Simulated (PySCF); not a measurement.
NTCDA, C14H4O6, SMILES c12c3C(OC(=O)c2ccc2c1c(C(OC2=O)=O)cc3)=O, singlet at its GFN2-xTB optimised geometry (Å):

```
24

O     -3.7012     1.9508     0.0000
C     -2.5084     1.8628     0.0000
O     -1.7635     3.0092     0.0000
C     -0.3992     3.0988     0.0000
O      0.1070     4.1825     0.0000
C      0.3548     1.8272     0.0000
C      1.7374     1.8272     0.0000
C      2.4432     0.6227     0.0000
C      1.7675    -0.5834     0.0000
C      0.3575    -0.6100     0.0000
C     -0.3548    -1.8272     0.0000
C     -1.7374    -1.8272     0.0000
C     -2.4432    -0.6227     0.0000
C     -1.7675     0.5834     0.0000
C     -0.3575     0.6100     0.0000
C      0.3992    -3.0988     0.0000
O     -0.1070    -4.1825     0.0000
O      1.7635    -3.0092     0.0000
C      2.5084    -1.8628     0.0000
O      3.7012    -1.9508     0.0000
H      2.2573     2.7731     0.0000
H      3.5226     0.6140     0.0000
H     -2.2573    -2.7731     0.0000
H     -3.5226    -0.6140     0.0000
```

Computed with PBE0/def2-SVP (PySCF). Cells within 0.4 Å of a nucleus heavier than hydrogen are left out (blank, or x).

Map of the Laplacian of the electron density (e/bohr⁵), clipped to [-1.50, 1.50] on the plane z = 0.0 Å:

```
|555555555555555555555555555|
|555555555555555555555555555|
|555555555555555555555555555|
|555555555555676555555555555|
|5555555555567x6655555555555|
|5555555556666x0655555555555|
|555555556677827655555555555|
|555556667xx3x96665555555555|
|555566676377536661455555555|
|55557xx0x5666xx3xx665555555|
|55556656x36662x594565555555|
|555556665255816663x55655555|
|555555566xx2xx6665x20655555|
|555555665266525662566555555|
|55555602x5666xx2xx665555555|
|55555655x366618552566655555|
|555555565495x26663x65665555|
|555555566xx3xx6665x0xx75555|
|555555554166635773676665555|
|55555555556669x3xx766655555|
|555555555556728776655555555|
|5555555555560x6666555555555|
|5555555555566x7655555555555|
|555555555555676555555555555|
|555555555555555555555555555|
|555555555555555555555555555|
|555555555555555555555555555|
```
Scale: ten equal steps from -1.50 (start of '0') to 1.13 (end of '9'), in the order '0123456789'; x runs from -6.50 to 6.50, y from -6.50 (bottom) to 6.50 (top).
